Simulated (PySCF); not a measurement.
Sn(Me)(NMe2), SMILES [CH3][Sn][N](C)C (C3H9NSn) (CAM-B3LYP/def2-SVP optimised geometry):

```
14

Sn    -1.144    -0.270     0.000
C     -1.387     1.924     0.000
H     -0.924     2.377     0.891
H     -2.456     2.184    -0.001
H     -0.922     2.377    -0.891
N      0.906    -0.270     0.000
C      1.628    -1.522    -0.001
C      1.791     0.869     0.000
H      2.282    -1.620    -0.890
H      2.283    -1.621     0.887
H      0.936    -2.377    -0.001
H      2.456     0.869     0.887
H      2.453     0.871    -0.889
H      1.232     1.813     0.002
```

Calculation: CAM-B3LYP/def2-TZVP, def2 effective core potentials past Kr in PySCF 2.14.0.

**Question.** What are the frontier orbital energies and the dipole moment?

**Answer.** HOMO-2 -9.65 eV, HOMO-1 -7.54 eV, HOMO -7.40 eV, LUMO -0.87 eV, LUMO+1 1.08 eV; dipole moment 0.39 D.

On the same geometry PySCF with PBE/def2-TZVP, def2 effective core potentials past Kr gives HOMO-2 -7.08 eV, HOMO-1 -5.15 eV, HOMO -5.14 eV, LUMO -2.39 eV, LUMO+1 -0.37 eV; dipole moment 0.79 D.
